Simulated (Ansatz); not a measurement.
## A geometry optimisation of C3H9BClN with PBE-D3(BJ)/def2-SVP

The starting geometry of this gas-phase singlet was optimised with GFN2-xTB; its bonds are those of `C=CC[NH2+][BH2-]Cl`.

```xyz
15

C    -3.0747    1.7746   -0.2435
C    -1.7737    1.7609   -0.0247
C    -0.7557    1.4005   -1.0621
B     1.1364   -0.2541   -1.7646
Cl    0.0599   -0.9024   -3.1098
N     0.0556    0.2416   -0.6509
H    -3.4855    1.5239   -1.2071
H    -3.7799    2.0457    0.5230
H    -1.3761    2.0195    0.9496
H    -1.2320    1.1402   -2.0095
H    -0.0736    2.2379   -1.2347
H     0.5446    0.4405    0.2200
H    -0.5647   -0.5534   -0.5005
H     1.7578    0.6851   -2.1306
H     1.7638   -1.1343   -1.2758
```

**Question.** Predict what becomes of its bonds when it is optimised with PBE-D3(BJ)/def2-SVP.

**Answer.** It keeps its bonds, and is `C=CC[NH2+][BH2-]Cl`.

The energy falls by 0.15 eV over 12 steps:

```json
{"step": "1", "E − E(last) (eV)": "0.150"}
{"step": "2", "E − E(last) (eV)": "0.017"}
{"step": "3", "E − E(last) (eV)": "0.003"}
{"step": "5", "E − E(last) (eV)": "0.001"}
{"step": "6", "E − E(last) (eV)": "0.001"}
{"step": "7", "E − E(last) (eV)": "0.000"}
{"step": "8", "E − E(last) (eV)": "0.000"}
{"step": "10", "E − E(last) (eV)": "0.000"}
{"step": "11", "E − E(last) (eV)": "0.000"}
{"step": "12", "E − E(last) (eV)": "0.000"}
```

Final geometry (Å):

```xyz
15

C    -3.0998    1.7405   -0.2268
C    -1.7728    1.8036   -0.0232
C    -0.7485    1.4372   -1.0561
B     1.1230   -0.2862   -1.7902
Cl    0.0672   -0.8932   -3.2078
N     0.0569    0.2367   -0.6725
H    -3.5146    1.4128   -1.1948
H    -3.8180    2.0254    0.5575
H    -1.3903    2.1459    0.9571
H    -1.2092    1.1899   -2.0325
H    -0.0180    2.2540   -1.2286
H     0.5767    0.4165    0.2012
H    -0.5893   -0.5437   -0.4671
H     1.8060    0.6876   -2.0911
H     1.7329   -1.2008   -1.2462
```

No frequencies were run, so the end isn't proven a minimum. Run with Ansatz 0.2.0, 17 s on 4 threads of Arm Neoverse V1 (shared host).
